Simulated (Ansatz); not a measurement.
`N[SiH2][GeH2][SH]` → `[SH][GeH3]` + `N[SiH]` at 500 K and 1 bar (silylene formation by 1,1-elimination).

Calculated with Ansatz (gas phase, PBE0-D4/def2-TZVP geometries, no zero-point term in ΔE). CCSD(T)/CBS adds triple-zeta CCSD(T) − MP2 to the extrapolated MP2 energy (def2 sets, frozen cores). This one scheme is used for every species. For Ge outer-core shells are correlated without core-valence functions, which leaves a few kJ/mol of doubt a bond. Scalar relativity is left out up to krypton. Each species was taken in one conformer, which may not be the lowest.

```tsv
species	CCSD(T)/CBS energy (Eh)	H − E (kJ/mol)	S (J/(mol·K))
`N[SiH2][GeH2][SH]`	-2821.92885	234.9	466.7
`[SH][GeH3]`	-2476.30083	114.8	326.3
`N[SiH]`	-345.56329	110.7	274.5
```

H − E and S are ideal-gas, rigid-rotor, harmonic terms from PBE0-D4/def2-TZVP, for one conformer and one mirror image of each species. 1 Eh = 2625.50 kJ/mol, R = 8.31446 J/(mol·K).

Q: By hand: ΔE, ΔH, ΔS and ΔG.

A: ΔE = (-2476.30083) + (-345.56329) − (-2821.92885) = 0.06473 Eh = 169.9 kJ/mol. Δ(H − E) = 114.8 + 110.7 − 234.9 = -9.4, so ΔH = 160.5 kJ/mol. ΔS = 326.3 + 274.5 − 466.7 = 134.1 J/(mol·K). ΔG = 160.5 − 500 × (134.1)/1000 = 93.5 kJ/mol.

Q: By hand: the equilibrium constant, and the temperature at which ΔG would vanish if ΔH and ΔS stayed fixed.

A: log₁₀ K = −ΔG/(RT ln 10) = -9.8. ΔG = 0 at ΔH/ΔS = 1197 K.

The number of gas molecules changes by +1, which sets the sign of ΔS. A doubt of 5 kJ/mol in ΔE shifts log₁₀ K by 0.5 here. Other conformers and mirror images would add mixing entropy, several J/(mol·K) or more a flexible species. Modes under 60 cm⁻¹, often nearly free rotors, make the harmonic entropy too high. These are equilibria of isolated gas molecules and say nothing of rates. Largest T1 diagnostic: 0.015 (customary marks: 0.02 for closed shells, 0.045 for open ones).
